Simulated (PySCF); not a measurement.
C2H6SZn.

```xyz
10

Zn     0.0237    -0.0294     0.1913
C      0.9996    -1.5100    -0.6218
C      0.9014    -1.6017    -2.1425
H      0.6319    -2.4408    -0.1551
H      2.0549    -1.4222    -0.3086
H      1.2941    -0.7004    -2.6400
H     -0.1381    -1.7271    -2.4854
H      1.4727    -2.4585    -2.5399
S     -1.0904     1.6191     1.1113
H      0.0146     2.3951     1.1941
```

Coordinates come from a PBE0-D3(BJ)/def2-SVP optimisation. The isomer is the one that the SMILES or the coordinates give; other isomers of the formula were not compared. The values are those of a single conformer.

These are KT2/pcSseg-1 run with PySCF values and carry that method's errors. Non-relativistic, no solvent.

Computed absolute GIAO shielding of each atom: isotropic value and principal components (ppm):
```tsv
atom	σ(iso)	σ11	σ22	σ33	span
Zn1	1535.7	1056.3	1092.6	2458.1	1401.8
C2	172.3	159.4	168.2	189.3	29.9
C3	169.4	159.8	163.0	185.6	25.8
H4	30.2	24.9	29.1	36.5	11.6
H5	30.3	25.1	29.2	36.4	11.3
H6	29.9	25.1	28.8	35.8	10.7
H7	29.9	25.2	28.6	35.8	10.7
H8	29.7	24.5	27.1	37.5	13.0
S9	760.4	721.7	728.5	830.9	109.1
H10	31.8	23.7	28.3	43.4	19.6
```
